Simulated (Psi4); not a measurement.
C₂H₇O (SMILES C[OH+]C), charge +1, singlet, at a GFN2-xTB geometry; B3LYP/3-21G (Psi4).

Here is a job for Psi4.
```
memory 2 GB

molecule {
1 1
  C     1.10967298    0.54922356    0.04860559
  O     0.03350020   -0.26768774   -0.47828916
  C    -1.16420259   -0.25473849    0.33929896
  H     1.40258613    0.23749568    1.05185818
  H     0.76404907    1.58231963    0.06944989
  H     1.95603381    0.47188039   -0.63243928
  H     0.34834441   -1.19130007   -0.56990702
  H    -1.90557419   -0.89344774   -0.13876942
  H    -1.53957651    0.76783903    0.36394651
  H    -0.96668669   -0.60019546    1.35474718
}

set basis 3-21g
set scf_type disk_df

energy('b3lyp')
print_variables()
```

The log (banner, timings and long lists left out):

```
   => Loading Basis Set <=

    Name: 3-21G
    Role: ORBITAL
    Keyword: BASIS

         ---------------------------------------------------------
                                   SCF
               by Justin Turney, Rob Parrish, Andy Simmonett
                          and Daniel G. A. Smith
                              RKS Reference
         ---------------------------------------------------------

  ==> Geometry <==

    Molecular point group: c1
    Full point group: C1

    Geometry (in Angstrom), charge = 1, multiplicity = 1:

       Center              X                  Y                   Z               Mass
    ------------   -----------------  -----------------  -----------------  -----------------
         C            1.110924495092     0.557093942504     0.080162116961    12.000000000000
         O            0.034751715092    -0.259817357496    -0.446732633039    15.994914619570
         C           -1.162951074908    -0.246868107496     0.370855486961    12.000000000000
         H            1.403837645092     0.245366062504     1.083414706961     1.007825032230
         H            0.765300585092     1.590190012504     0.101006416961     1.007825032230
         H            1.957285325092     0.479750772504    -0.600882753039     1.007825032230
         H            0.349595925092    -1.183429687496    -0.538350493039     1.007825032230
         H           -1.904322674908    -0.885577357496    -0.107212893039     1.007825032230
         H           -1.538324994908     0.775709412504     0.395503036961     1.007825032230
         H           -0.965435174908    -0.592325077496     1.386303706961     1.007825032230

  Running in c1 symmetry.

  Rotational constants: A =      1.14318  B =      0.31227  C =      0.27503 [cm^-1]
  Rotational constants: A =  34271.68609  B =   9361.67718  C =   8245.27940 [MHz]
  Nuclear repulsion =   91.192604224837623

  Charge       = 1
  Multiplicity = 1
  Electrons    = 26
  Nalpha       = 13
  Nbeta        = 13

  ==> Algorithm <==

  SCF Algorithm Type is DISK_DF.
  DIIS enabled.
  MOM disabled.
  Fractional occupation disabled.
  Guess Type is SAD.
  Energy threshold   = 1.00e-06
  Density threshold  = 1.00e-06
  Integral threshold = 1.00e-12

  ==> Primary Basis <==

  Basis Set: 3-21G
    Blend: 3-21G
    Number of shells: 29
    Number of basis functions: 41
    Number of Cartesian functions: 41
    Spherical Harmonics?: false
    Max angular momentum: 1

  ==> DFT Potential <==

   => LibXC <=

    Version 7.1.2
    S. Lehtola, C. Steigemann, M. J. T. Oliveira, and M. A. L. Marques,  SoftwareX 7, 1–5 (2018) (10.1016/j.softx.2017.11.002)

   => Composite Functional: B3LYP <=

    B3LYP Hyb-GGA Exchange-Correlation Functional

    P. J. Stephens, F. J. Devlin, C. F. Chabalowski, and M. J. Frisch,  J. Phys. Chem. 98, 11623 (1994) (10.1021/j100096a001)

    Deriv               =              1
    GGA                 =           TRUE
    Meta                =          FALSE

    Exchange Hybrid     =           TRUE
    MP2 Hybrid          =          FALSE

   => Exchange Functionals <=

    0.0800   Slater exchange
    0.7200         Becke 88

   => Exact (HF) Exchange <=

    0.2000               HF

   => Correlation Functionals <=

    0.1900   Vosko, Wilk & Nusair (VWN5_RPA)
    0.8100   Lee, Yang & Parr

   => LibXC Density Thresholds  <==

    XC_HYB_GGA_XC_B3LYP:  1.00E-15

   => Molecular Quadrature <=

    Radial Scheme          =       TREUTLER
    Pruning Scheme         =           NONE
    Nuclear Scheme         =       TREUTLER

    Blocking Scheme        =         OCTREE
    BS radius alpha        =              1
    Pruning alpha          =              1
    Radial Points          =             75
    Spherical Points       =            302
    Total Points           =         214079
    Total Blocks           =           1645
    Max Points             =            256
    Max Functions          =             41
    Weights Tolerance      =       1.00E-15

   => Loading Basis Set <=

    Name: (3-21G AUX)
    Role: JKFIT
    Keyword: DF_BASIS_SCF

  ==> Integral Setup <==

  ==> DiskDFJK: Density-Fitted J/K Matrices <==

    J tasked:                  Yes
    K tasked:                  Yes
    wK tasked:                  No
    Integrals threads:           1
    Algorithm:                Core
    Integral Cache:           NONE
    Schwarz Cutoff:          1E-12
    Fitting Condition:       1E-10

   => Auxiliary Basis Set <=

  Basis Set: (3-21G AUX)
    Blend: DEF2-UNIVERSAL-JKFIT
    Number of shells: 117
    Number of basis functions: 411
    Number of Cartesian functions: 411
    Spherical Harmonics?: false
    Max angular momentum: 4

  Minimum eigenvalue in the overlap matrix is 2.8842388335E-02.
  Reciprocal condition number of the overlap matrix is 6.7733182800E-03.
    Using symmetric orthogonalization.

  ==> Pre-Iterations <==

  SCF Guess: Superposition of Atomic Densities via on-the-fly atomic UHF (no occupation information).

   -------------------------
    Irrep   Nso     Nmo
   -------------------------
     A         41      41
   -------------------------
    Total      41      41
   -------------------------

  ==> Iterations <==

                           Total Energy        Delta E     RMS |[F,P]|

   @DF-RKS iter SAD:  -154.31502613795513   -1.54315e+02   0.00000e+00
   @DF-RKS iter   1:  -154.41654325340031   -1.01517e-01   9.54225e-03 ADIIS/DIIS
   @DF-RKS iter   2:  -154.43154775779990   -1.50045e-02   8.53244e-03 ADIIS/DIIS
   @DF-RKS iter   3:  -154.49367923539555   -6.21315e-02   1.11702e-03 ADIIS/DIIS
   @DF-RKS iter   4:  -154.49430415120872   -6.24916e-04   4.61118e-04 ADIIS/DIIS
   @DF-RKS iter   5:  -154.49443177390518   -1.27623e-04   3.67527e-05 DIIS
   @DF-RKS iter   6:  -154.49443279488187   -1.02098e-06   2.85680e-06 DIIS
   @DF-RKS iter   7:  -154.49443280407468   -9.19280e-09   4.74190e-07 DIIS
  Energy and wave function converged.

  ==> Post-Iterations <==

   Electrons on quadrature grid:
      Ntotal   =   26.0000108530 ; deviation = 1.085e-05

    Orbital Energies [Eh]
    ---------------------

    Doubly Occupied:

       1A    -19.425195     2A    -10.411782     3A    -10.411321
       4A     -1.405102     5A     -0.994417     6A     -0.949344
       7A     -0.823479     8A     -0.757308     9A     -0.744214
      10A     -0.644006    11A     -0.642983    12A     -0.627078
      13A     -0.581120

    Virtual:

      14A     -0.192852    15A     -0.102060    16A     -0.071720
      17A     -0.067861    18A     -0.042146    19A     -0.033873
      20A     -0.024921    21A     -0.011188    22A      0.004594
      23A      0.411049    24A      0.443696    25A      0.465925
      26A      0.487376    27A      0.522064    28A      0.652033
      29A      0.690336    30A      0.769397    31A      0.785777
      32A      0.799853    33A      0.850242    34A      0.855223
      35A      0.917103    36A      1.286100    37A      1.366422
      38A      1.455575    39A      1.551800    40A      1.665695
      41A      2.798219

    Final Occupation by Irrep:
              A
    DOCC [    13 ]
    NA   [    13 ]
    NB   [    13 ]

  @DF-RKS Final Energy:  -154.49443280407468

   => Energetics <=

    Nuclear Repulsion Energy =             91.1926042248376234
    One-Electron Energy =                -381.9325590847113290
    Two-Electron Energy =                 153.7914843259283657
    DFT Exchange-Correlation Energy =     -17.5459622701293441
    Empirical Dispersion Energy =           0.0000000000000000
    VV10 Nonlocal Energy =                  0.0000000000000000
    Total Energy =                       -154.4944328040746768

Computation Completed

Properties will be evaluated at   0.000000,   0.000000,   0.000000 [a0]

Properties computed using the SCF density matrix

 Multipole Moments:

 ------------------------------------------------------------------------------------
     Multipole            Electronic (a.u.)      Nuclear  (a.u.)        Total (a.u.)
 ------------------------------------------------------------------------------------

 L = 1.  Multiply by 2.5417464519 to convert [e a0] to [Debye]
 Dipole X            :          0.1457347            0.0638555            0.2095902
 Dipole Y            :         -0.8966804            0.4015673           -0.4951131
 Dipole Z            :         -1.3399497            1.6100963            0.2701467
 Magnitude           :                                                    0.6017011

 ------------------------------------------------------------------------------------

  Variable Map:
  ----------------------------------------------------------------------------
  "CURRENT ENERGY"              =>    -154.494432804075
  "CURRENT REFERENCE ENERGY"    =>    -154.494432804075
  "DD SOLVATION ENERGY"         =>       0.000000000000
  "DFT FUNCTIONAL TOTAL ENERGY" =>    -154.494432804075
  "DFT TOTAL ENERGY"            =>    -154.494432804075
  "DFT VV10 ENERGY"             =>       0.000000000000
  "DFT XC ENERGY"               =>     -17.545962270129
  "GRID ELECTRONS ALPHA"        =>      13.000005426488
  "GRID ELECTRONS BETA"         =>      13.000005426488
  "GRID ELECTRONS TOTAL"        =>      26.000010852976
  "NUCLEAR REPULSION ENERGY"    =>      91.192604224838
  "ONE-ELECTRON ENERGY"         =>    -381.932559084711
  "PCM POLARIZATION ENERGY"     =>       0.000000000000
  "PE ENERGY"                   =>       0.000000000000
  "SCF ITERATION ENERGY"        =>    -154.494432804075
  "SCF ITERATIONS"              =>       7.000000000000
  "SCF TOTAL ENERGY"            =>    -154.494432804075
  "TWO-ELECTRON ENERGY"         =>     153.791484325928
  "XC GRID RADIAL POINTS"       =>      75.000000000000
  "XC GRID SPHERICAL POINTS"    =>     302.000000000000
  "XC GRID TOTAL POINTS"        =>  214079.000000000000

  Array Variable Map:
  ----------------------------------------------------------------------------
  "CURRENT DIPOLE"              =>       0.209590185098 ... 0.270146679376 1 by 3
  "SCF DIPOLE"                  =>       0.209590185098 ... 0.270146679376 1 by 3
  "SCF TOTAL ENERGIES"          =>    -154.315026137955 ... -154.494432804075 1 by 8
```
